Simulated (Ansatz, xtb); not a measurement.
C6H9B: which of two isomers lies lower

We compare a, `BC1=CCCC=C1`, a singlet, with b, `B[C@@H]1C=CC=CC1`, a singlet. Both are isolated molecules in the gas phase, relaxed with B3LYP/def2-SVP; the shapes shown needn't be the lowest conformers.

a (Å):

```xyz
16

C     0.1270    0.9326    0.4888
C     1.2056    0.1903    0.0989
C     1.0764   -0.9648   -0.8532
C    -0.2893   -1.6612   -0.7478
C    -1.4137   -0.6639   -0.6003
C    -1.2045    0.5314   -0.0205
B     0.3498    2.1546    1.3964
H     1.4614    2.4019    1.8010
H    -0.5642    2.8811    1.7101
H     2.2065    0.4753    0.4401
H     1.9002   -1.6836   -0.7169
H     1.2056   -0.5537   -1.8772
H    -0.4500   -2.3092   -1.6242
H    -0.2983   -2.3389    0.1305
H    -2.4178   -0.9573   -0.9224
H    -2.0357    1.2284    0.1214
```

b (Å):

```csv
atom,x (Å),y (Å),z (Å)
C,0.6398,0.5960,0.1129
C,1.1362,-0.8304,0.0626
C,0.2704,-1.8626,0.0410
C,-1.1779,-1.6337,0.0683
C,-1.6836,-0.4059,-0.1538
C,-0.7721,0.7494,-0.4914
B,1.6530,1.7480,-0.1205
H,1.2613,2.8684,-0.3493
H,2.8361,1.5617,0.0412
H,0.5658,0.8547,1.2176
H,2.2156,-1.0092,0.0899
H,0.6393,-2.8925,0.0313
H,-1.8400,-2.4831,0.2601
H,-2.7657,-0.2403,-0.1568
H,-0.6904,0.8126,-1.5964
H,-1.2149,1.7074,-0.1764
```

Quicker runs give these differences E(b) − E(a): GFN2-xTB +5.5 kcal/mol; HF/STO-3G +10.0 kcal/mol (at GFN2-xTB geometries); r2SCAN-D4/def2-SVP +8.8 kcal/mol (at GFN2-xTB geometries).

**Question.** Estimate E(b) − E(a) at the level CCSD(T)/def2-SVP + ΔMP2/def2-TZVPP.

**Answer.** Calculated at CCSD(T)/def2-SVP + ΔMP2/def2-TZVPP: E(b) − E(a) = +8.1 kcal/mol, so structure a lies lower.

The same difference at several levels:

```
                             level        geometry  E(b) − E(a) (kcal/mol)  departure from the last row (kcal/mol)  job, with rough time for the two
                          GFN2-xTB        GFN2-xTB                      +5.5                                    −2.6              optimisation, 0.32 s
                         HF/STO-3G        GFN2-xTB                     +10.0                                    +1.8               single point, 0.6 s
                r2SCAN-D4/def2-SVP        GFN2-xTB                      +8.8                                    +0.6               single point, 4.3 s
                    B3LYP/def2-SVP  B3LYP/def2-SVP                      +8.9                                    +0.7                optimisation, 58 s
                       HF/def2-SVP  B3LYP/def2-SVP                      +9.3                                    +1.1           part of the CCSD(T) run
                      MP2/def2-SVP  B3LYP/def2-SVP                      +8.6                                    +0.5           part of the CCSD(T) run
                  CCSD(T)/def2-SVP  B3LYP/def2-SVP                      +8.2                                    +0.1                      single point
CCSD(T)/def2-SVP + ΔMP2/def2-TZVPP  B3LYP/def2-SVP                      +8.1                                                        single point, 67 s
```

As drawn, both hold the same kinds of bond in the same numbers.

The levels shown agree on the order. The largest departure from CCSD(T)/def2-SVP + ΔMP2/def2-TZVPP is that of GFN2-xTB, 2.6 kcal/mol. The last row adds to CCSD(T) the change of the MP2 difference between the two basis sets, here −0.1 kcal/mol.

With thermal terms from frequencies at re-optimised GFN2-xTB minima (ideal gas, soft modes damped towards free rotors, one conformer each, 298.15 K, 1 atm): the zero-point term adds −0.7 kcal/mol; ΔH is +7.5 and ΔG +7.4 kcal/mol.

The correlated steps freeze 7 core orbitals. Mirror images aren't counted in ΔG. Run with Ansatz 0.2.0, xtb 6.7.1; the last row on 2 threads of Intel(R) Xeon(R) 6975P-C (Granite Rapids) on a shared host.
